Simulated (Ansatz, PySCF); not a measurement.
Noncovalent pair: CH3Cl (SMILES CCl) (first 5 atoms) with CH2O (SMILES C=O); geometry from B3LYP-D3(BJ)/def2-TZVP.
(charge 0, multiplicity 1):
```xyz
9

C      0.97991     0.48507    -0.20188
Cl     1.16565    -1.25024     0.23434
H      0.16698     0.56430    -0.91667
H      0.75548     1.03591     0.70652
H      1.91430     0.82081    -0.64035
C      0.58567    -0.39535     3.23158
O      0.43411     0.78531     3.06394
H     -0.25738    -1.10806     3.17945
H      1.57543    -0.83375     3.45429
```

Interaction energies are E(AB) − E(A) − E(B) at the monomers' geometry in the complex; basis-set methods are counterpoise corrected. Rows marked so take none.

Correlated levels freeze the cores. Rows in 6-311+G**, 6-31G* carry no dispersion term and start afresh at each structure (6-31G* with six Cartesian d functions). MP2/6-31G* freezes PySCF's default core.

Run with Ansatz (Gaussian orbitals); PySCF for 6-311+G** rows, 6-31G* rows, the dispersion terms. Each number belongs to the level named beside it.

```csv
level,interaction energy (meV)
revPBE-D3(BJ)/def2-TZVPPD,-137.0
r2SCAN-D4/def2-TZVPPD,-160.3
B3LYP/6-311+G** (no counterpoise),-80.7
PBE0-D3(BJ)/def2-TZVPPD,-154.3
BHLYP-D3(BJ)/def2-TZVPPD,-164.7
wB97X-V/def2-TZVPPD,-145.0
B2PLYP/def2-TZVPPD,-96.4
MP2/6-31G*,-64.9
CCSD(T)/aug-cc-pV(D+d)Z,?
```

**Question.** Some entries are withheld; supply them.

**Answer.** 
- CCSD(T)/aug-cc-pV(D+d)Z, interaction energy (meV): -113.6

Ansatz is a program for electronic structure.
